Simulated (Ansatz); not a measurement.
Program: Ansatz. Geometries: PBE0-D4/def2-TZVP. ΔE: electronic, gas phase. CBS: MP2 limit from def2 TZ/QZ plus the TZ coupled-cluster correction, frozen cores. One conformer a species, not always the lowest.

`CC(C)C(C)(C)C` + `Sc1ccccc1` → `CSc1ccccc1` + `CCC(C)(C)C`  (substitution at a C–C bond)

| species | CCSD(T)/CBS(def2) energy (Eh) |
| --- | --- |
| `CC(C)C(C)(C)C` | -276.02821 |
| `Sc1ccccc1` | -629.69868 |
| `CSc1ccccc1` | -668.95911 |
| `CCC(C)(C)C` | -236.76806 |

Work out ΔE.

ΔE = (-668.95911) + (-236.76806) − (-276.02821) − (-629.69868) = -0.00028 Eh = -0.7 kJ/mol.

Largest T1 diagnostic among the species: 0.011.

In def2-TZVPP, CCSD(T) changes the Hartree–Fock value by +9.9 kJ/mol (the triples alone add +0.1 kJ/mol) and MP2 by +8.4 kJ/mol. The D4 term adds +4.3 kJ/mol with B3LYP and +2.5 kJ/mol with PBE0; it sums over pairs of atoms, weighted by their polarisabilities, and B3LYP, whose exchange is more repulsive, gets the larger term.

B3LYP here is the variant with VWN-RPA as its local correlation; programs differ in this.
